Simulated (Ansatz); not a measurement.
Ansatz (an electronic-structure program) input file for C₅H₅Cl, SMILES C(/C(C)=C/Cl)#C, PBE0-D3(BJ)/def2-SVP. 

Ansatz 0.2 input:
```yaml
crystal:
  periodic: [false, false, false]
  atoms:
    - {symbol: C, position_ang: [-0.66067513, 3.04674997, 0.00000000]}
    - {symbol: C, position_ang: [-0.28763032, 1.87808252, -0.00000000]}
    - {symbol: C, position_ang: [0.20433764, 0.53677074, 0.00000000]}
    - {symbol: C, position_ang: [1.69928378, 0.33811160, 0.00000000]}
    - {symbol: C, position_ang: [-0.70763886, -0.47484679, 0.00000000]}
    - {symbol: Cl, position_ang: [-0.29151492, -2.15506699, -0.00000000]}
    - {symbol: H, position_ang: [-1.00133257, 4.07245412, -0.00000001]}
    - {symbol: H, position_ang: [2.15229215, 0.81865741, -0.89117236]}
    - {symbol: H, position_ang: [2.15229215, 0.81865742, 0.89117236]}
    - {symbol: H, position_ang: [1.95712736, -0.73657108, -0.00000000]}
    - {symbol: H, position_ang: [-1.79068802, -0.28626727, 0.00000000]}
basis:
  gaussian:
    orbitals: def2-SVP
hamiltonian:
  xc: pbe0
  dispersion: d3bj
relax: {f_tol: 0.002, max_steps: 200}
```

Log of the run:

```
WARN ansatz: RAYON_NUM_THREADS=1 ignored (pool sized by the plan → 1); use --threads N
Functional definition: PBE0
integrals: 0.07 GiB planned
1275 factors; integrals over basis functions are off by at most 3.8e-4 eV
mean field: 0.50 GiB planned
mean field evaluation 1: about -17761.9064 eV, gradient 4.8e1 eV
mean field evaluation 2: about -17759.8974 eV, gradient 5.5e1 eV
mean field evaluation 4: about -17768.2979 eV, gradient 5.3e0 eV
mean field evaluation 8: about -17768.4052 eV, gradient 6.9e-1 eV
mean field evaluation 16: about -17768.4064 eV, gradient 1.6e-5 eV
mean field -17768.40641203 eV, -652.9768917837 hartree, gradient 1.6e-5 eV, S^2 0.000000; 0 other end points of the search recorded, 0 dependent functions left out
the calculation of the forces begins
reference -17768.40643844 eV, -652.9768927542 hartree; 26, 26 occupied and 87, 87 virtual orbitals, 1275 factors
relax step   1: F+E_penalty+E_count = -17768.63675455 eV  Δ(F+E_penalty+E_count) = +0.000e0 eV  max|allowed force component| = 1.152e0 eV/Å  Δτ_max = 0.0000 Å  (31 SCF iters, accepted)
these checks for a lower state are left out or cut short: starts, cluster_reference, orbital_swaps, neighbouring_geometries, increment
integrals: 0.07 GiB planned
1275 factors; integrals over basis functions are off by at most 3.7e-4 eV
mean field: 0.50 GiB planned
mean field -17768.42766671 eV, -652.9776728788 hartree, gradient 1.7e-5 eV, S^2 0.000000; 0 other end points of the search recorded, 0 dependent functions left out
the calculation of the forces begins
reference -17768.42769303 eV, -652.9776738461 hartree; 26, 26 occupied and 87, 87 virtual orbitals, 1275 factors
relax step   2: F+E_penalty+E_count = -17768.65921081 eV  Δ(F+E_penalty+E_count) = -2.246e-2 eV  max|allowed force component| = 1.981e-1 eV/Å  Δτ_max = 0.0199 Å  (35 SCF iters, accepted)
these checks for a lower state are left out or cut short: starts, cluster_reference, orbital_swaps, neighbouring_geometries, increment
integrals: 0.07 GiB planned
1275 factors; integrals over basis functions are off by at most 3.6e-4 eV
mean field: 0.50 GiB planned
mean field evaluation 32: about -17768.4287 eV, gradient 2.1e-5 eV
mean field -17768.42868790 eV, -652.9777104069 hartree, gradient 2.0e-5 eV, S^2 0.000000; 0 other end points of the search recorded, 0 dependent functions left out
the calculation of the forces begins
reference -17768.42871420 eV, -652.9777113734 hartree; 26, 26 occupied and 87, 87 virtual orbitals, 1275 factors
relax step   3: F+E_penalty+E_count = -17768.66042939 eV  Δ(F+E_penalty+E_count) = -1.219e-3 eV  max|allowed force component| = 5.819e-2 eV/Å  Δτ_max = 0.0049 Å  (27 SCF iters, accepted)
these checks for a lower state are left out or cut short: starts, cluster_reference, orbital_swaps, neighbouring_geometries, increment
integrals: 0.07 GiB planned
1275 factors; integrals over basis functions are off by at most 3.6e-4 eV
mean field: 0.50 GiB planned
mean field -17768.42876637 eV, -652.9777132907 hartree, gradient 1.5e-5 eV, S^2 0.000000; 0 other end points of the search recorded, 0 dependent functions left out
the calculation of the forces begins
reference -17768.42879268 eV, -652.9777142572 hartree; 26, 26 occupied and 87, 87 virtual orbitals, 1275 factors
relax step   4: F+E_penalty+E_count = -17768.66050652 eV  Δ(F+E_penalty+E_count) = -7.714e-5 eV  max|allowed force component| = 2.148e-2 eV/Å  Δτ_max = 0.0023 Å  (27 SCF iters, accepted)
these checks for a lower state are left out or cut short: starts, cluster_reference, orbital_swaps, neighbouring_geometries, increment
integrals: 0.07 GiB planned
1275 factors; integrals over basis functions are off by at most 3.6e-4 eV
mean field: 0.50 GiB planned
mean field -17768.42878395 eV, -652.9777139366 hartree, gradient 3.8e-5 eV, S^2 0.000000; 0 other end points of the search recorded, 0 dependent functions left out
the calculation of the forces begins
reference -17768.42881025 eV, -652.9777149031 hartree; 26, 26 occupied and 87, 87 virtual orbitals, 1275 factors
relax step   5: F+E_penalty+E_count = -17768.66051733 eV  Δ(F+E_penalty+E_count) = -1.080e-5 eV  max|allowed force component| = 5.901e-3 eV/Å  Δτ_max = 0.0010 Å  (23 SCF iters, accepted)
these checks for a lower state are left out or cut short: starts, cluster_reference, orbital_swaps, neighbouring_geometries, increment
integrals: 0.07 GiB planned
1275 factors; integrals over basis functions are off by at most 3.6e-4 eV
mean field: 0.50 GiB planned
mean field -17768.42878860 eV, -652.9777141076 hartree, gradient 2.9e-5 eV, S^2 0.000000; 0 other end points of the search recorded, 0 dependent functions left out
the calculation of the forces begins
reference -17768.42881491 eV, -652.9777150741 hartree; 26, 26 occupied and 87, 87 virtual orbitals, 1275 factors
relax step   6: F+E_penalty+E_count = -17768.66052092 eV  Δ(F+E_penalty+E_count) = -3.589e-6 eV  max|allowed force component| = 4.390e-3 eV/Å  Δτ_max = 0.0010 Å  (22 SCF iters, accepted)
these checks for a lower state are left out or cut short: starts, cluster_reference, orbital_swaps, neighbouring_geometries, increment
integrals: 0.07 GiB planned
1275 factors; integrals over basis functions are off by at most 3.6e-4 eV
mean field: 0.50 GiB planned
mean field -17768.42879073 eV, -652.9777141857 hartree, gradient 2.6e-5 eV, S^2 0.000000; 0 other end points of the search recorded, 0 dependent functions left out
the calculation of the forces begins
reference -17768.42881703 eV, -652.9777151523 hartree; 26, 26 occupied and 87, 87 virtual orbitals, 1275 factors
relax step   7: F+E_penalty+E_count = -17768.66052281 eV  Δ(F+E_penalty+E_count) = -1.894e-6 eV  max|allowed force component| = 3.656e-3 eV/Å  Δτ_max = 0.0008 Å  (22 SCF iters, accepted)
these checks for a lower state are left out or cut short: starts, cluster_reference, orbital_swaps, neighbouring_geometries, increment
integrals: 0.07 GiB planned
1275 factors; integrals over basis functions are off by at most 3.6e-4 eV
mean field: 0.50 GiB planned
mean field -17768.42879275 eV, -652.9777142601 hartree, gradient 2.0e-5 eV, S^2 0.000000; 0 other end points of the search recorded, 0 dependent functions left out
the calculation of the forces begins
reference -17768.42881906 eV, -652.9777152267 hartree; 26, 26 occupied and 87, 87 virtual orbitals, 1275 factors
relax step   8: F+E_penalty+E_count = -17768.66052379 eV  Δ(F+E_penalty+E_count) = -9.772e-7 eV  max|allowed force component| = 1.780e-3 eV/Å  Δτ_max = 0.0005 Å  (21 SCF iters, accepted)
integrals: 0.07 GiB planned
1275 factors; integrals over basis functions are off by at most 3.6e-4 eV
mean field: 0.50 GiB planned
mean field evaluation 64: about -17761.6976 eV, gradient 4.9e1 eV
mean field -17768.42879275 eV, -652.9777142601 hartree, gradient 2.0e-5 eV, S^2 0.000000; 1 other end points of the search recorded, 0 dependent functions left out
the calculation of the forces begins
reference -17768.42881906 eV, -652.9777152267 hartree; 26, 26 occupied and 87, 87 virtual orbitals, 1275 factors
Total energy: -17768.66055009 eV, -652.9862311850 hartree
Atom 0 at    -0.656962     3.029746     0.000000 Å, force    -0.000671    -0.000234     0.000000 eV/Å
Atom 1 at    -0.283981     1.874568     0.000000 Å, force     0.000186     0.000302    -0.000000 eV/Å
Atom 2 at     0.206091     0.532474    -0.000000 Å, force     0.000038    -0.000627    -0.000000 eV/Å
Atom 3 at     1.692893     0.338710     0.000000 Å, force     0.000362    -0.000313     0.000000 eV/Å
Atom 4 at    -0.699457    -0.465295    -0.000000 Å, force     0.000118     0.001780    -0.000000 eV/Å
Atom 5 at    -0.292176    -2.135274     0.000000 Å, force    -0.000004    -0.000291     0.000000 eV/Å
Atom 6 at    -0.997225     4.048722    -0.000000 Å, force     0.000394     0.000048    -0.000000 eV/Å
Atom 7 at     2.139095     0.816467    -0.885789 Å, force    -0.000281    -0.000039     0.000041 eV/Å
Atom 8 at     2.139095     0.816467     0.885789 Å, force    -0.000281    -0.000039    -0.000041 eV/Å
Atom 9 at     1.952084    -0.727120     0.000000 Å, force     0.000027     0.000112    -0.000000 eV/Å
Atom 10 at    -1.773603    -0.272733    -0.000000 Å, force     0.000114    -0.000700     0.000000 eV/Å
Dipole moment:     0.038076     0.179505    -0.000000 e Å
```

The run converged.
